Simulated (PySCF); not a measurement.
Working out the ionisation energy of Nb

Nb [Kr] 4d4 5s1 (6D) → Nb⁺ [Kr] 4d4 (5D). Computed with PySCF 2.14 in aug-cc-pVTZ-DK, with the spin-free X2C one-electron Hamiltonian (Gaussian nucleus). Frozen: [Kr]. Energies in hartree (1 hartree = 27.21139 eV):

| part | Nb (lower) | Nb⁺ (upper) |
| --- | --- | --- |
| UHF | -3817.131728 | -3816.911568 |
| MP2 opposite-spin | 0.000000 | 0.000000 |
| MP2 same-spin | -0.052402 | -0.035051 |

Problem. What does Hartree-Fock give?

Solution. (-3816.911568) − (-3817.131728) = 0.220160 hartree = 5.991 eV.

Problem. What do MP2 and SCS-MP2 (6/5 opposite-spin, 1/3 same-spin) give?

Solution. The opposite-spin parts differ by 0.000 eV and the same-spin parts by 0.472 eV. MP2: 5.991 + (0.000) + (0.472) = 6.463 eV. SCS-MP2: 5.991 + 1.2 × (0.000) + (0.472)/3 = 6.148 eV.

Measured between the centres of the two terms (NIST): 6.776 eV, so MP2 (valence) is off by -0.313 eV.

What remains against the reference includes basis incompleteness, the frozen core and correlation beyond second order.
